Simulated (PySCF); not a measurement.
Computed IR spectrum (relative IR intensity) of a molecule C₃H₁₀OSi₂. Geometry optimised at PBE-D3(BJ)/def2-SVP. The values are those of a single conformer. Method: PySCF with PBE-D3(BJ)/def2-SVP. Frequencies are harmonic and unscaled.

Lines under 2 % of the strongest are left out, and lines within 2 cm⁻¹ are merged.

ν (cm⁻¹): 478 (vw), 519 (w), 598 (vw), 676 (m), 692 (m), 716 (w), 760 (s), 797 (vw), 855 (vs), 895 (m), 900 (m), 916 (m), 941 (w), 947 (vs), 1008 (vw), 1088 (s), 1194 (vw), 1242 (vw), 1373 (vw), 1405 (w), 1622 (vw), 2142 (vs), 2148 (m), 2159 (m), 2205 (m), 2902 (w), 2953 (w), 3046 (w), 3138 (vw) (against the strongest line: vs over 80 %, s over 45 %, m over 15 %, w over 4 %, vw less)

Q: Which molecule gave these data?
A. C[SiH2][C@H]1OC[SiH2]1
B. C=C[SiH2]CO[SiH3]
C. C1C[SiH2]C[SiH2]O1
D. [SiH3]C[SiH]1COC1

A: B, C=C[SiH2]CO[SiH3]
